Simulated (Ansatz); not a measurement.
Geometry optimisation, Ansatz 0.2.0, RKS LDA/def2-SVP.

Input:

```yaml
crystal:
  periodic: [false, false, false]
  atoms:
    - { symbol: C, position_ang: [-1.4527, 0.7063, 0.1874] }
    - { symbol: C, position_ang: [-0.4621, -0.2489, 0.6343] }
    - { symbol: O, position_ang: [-0.3555, -1.3383, -0.3126] }
    - { symbol: C, position_ang: [0.9234, -0.8969, -1.0229] }
    - { symbol: Si, position_ang: [1.344, 0.1901, 0.3748] }
    - { symbol: H, position_ang: [-1.5116, 1.6505, 0.8222] }
    - { symbol: H, position_ang: [-1.3125, 1.0898, -0.8507] }
    - { symbol: H, position_ang: [-2.4612, 0.3199, 0.2136] }
    - { symbol: H, position_ang: [-0.6632, -0.6052, 1.6843] }
    - { symbol: H, position_ang: [0.5871, -0.4103, -1.9337] }
    - { symbol: H, position_ang: [1.5154, -1.7405, -1.2037] }
    - { symbol: H, position_ang: [2.3006, -0.3969, 1.3974] }
    - { symbol: H, position_ang: [1.5686, 1.6456, 0.0244] }
basis:
  gaussian: { orbitals: def2-SVP }
hamiltonian:
  xc: lda
relax:
  f_tol: 0.02
  max_steps: 50
output:
  orbitals: {}
```

Run as:

```bash
$ ansatz run input.yaml --threads 2 --pin off --max-ram 3072MiB --backend cpu --events-out ev --progress --plain --runs-dir out
```

Q: Where does it end, and by what steps?

A: The run converged. After 5 steps the energy has fallen by 0.485 eV; H6 moved furthest, 0.21 Å.

```tsv
step	energy less start (eV)	largest force component (eV/Å)	accepted
0	0.0000	3.109	yes
1	-0.3749	1.778	yes
2	-0.4772	0.298	yes
3	-0.4793	0.306	yes
4	-0.4842	0.051	yes
5	-0.4845	0.016	yes
```

```xyz
13
Properties=species:S:1:pos:R:3
C -1.512 0.764 0.215
C -0.466 -0.227 0.652
O -0.322 -1.299 -0.293
C 0.859 -0.970 -1.017
Si 1.359 0.255 0.350
H -1.643 1.569 0.970
H -1.245 1.246 -0.752
H -2.491 0.254 0.077
H -0.721 -0.649 1.653
H 0.643 -0.509 -2.015
H 1.495 -1.867 -1.190
H 2.352 -0.287 1.347
H 1.711 1.686 0.017
```

Whether the end is a true minimum wasn't checked by a vibrational analysis.

Run time: 9.1 s on 2 threads of Intel(R) Xeon(R) Platinum 8488C (Sapphire Rapids) (shared host), peak memory 0.16 GiB.
